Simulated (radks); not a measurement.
The numbers below are computed, except where a source is named.
These are the eigenvalues of the occupied orbitals of an atom or ion with whole-number occupations (hartree). Level of theory: scalar-relativistic Kohn-Sham, PBEsol, spin-polarised, spherical densities, finite nucleus; Fermi nuclear charge, rms radius of each element as measured or else 0.836 A^(1/3) + 0.57 fm (a radial shooting solver on a logarithmic mesh with Libxc functionals).

orbital  eigenvalue
1s        -930.6112
2s        -137.2816
2p        -123.1957
3s        -25.40168
3p        -20.77515
3d        -13.47182
4s         -3.79176
4p         -2.45352
4d         -0.57487

Which element is it, and in what charge state? The configuration may be excited. Open shells, if any, are filled with parallel spins first.

Answer. Z = 47, silver, charge +1: Ag+ in [Kr] 4d10. The list shows which subshells hold electrons but not how many an open one holds; the 1s level, -930.61 hartree, gives Z - s = 43.1 by -(Z - s)^2/2, which with screening and relativity narrows Z to a few neighbours, and the depths of the outer levels then fix element, charge and occupations together.
